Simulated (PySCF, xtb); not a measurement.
Hf(I)2(NH2)2 (H₄HfI₂N₂), SMILES [NH2][Hf]([NH2])([I])[I], multiplicity 1. The values are those of a single conformer.

Harmonic wavenumbers (cm⁻¹) from GFN2-xTB run with xtb at its own minimum, in rising order: 37, 47, 70, 72, 82, 176, 182, 187, 205, 388, 441, 476, 480, 483, 493, 1558, 1559, 3343, 3347, 3357, 3358.

### Question
What does B3LYP-D3(BJ)/def2-SVP (PySCF) give at its own minimum? (Estimate from the structure and the level; the computed values follow.)

### Answer
44, 80, 82, 114, 148, 156, 186, 206, 315, 461, 483, 510, 521, 638, 655, 1488, 1503, 3513, 3516, 3600, 3610. Paired by order, the mean absolute difference is 85 cm⁻¹ and the zero-point energies are 29.1 and 31.2 kcal/mol.
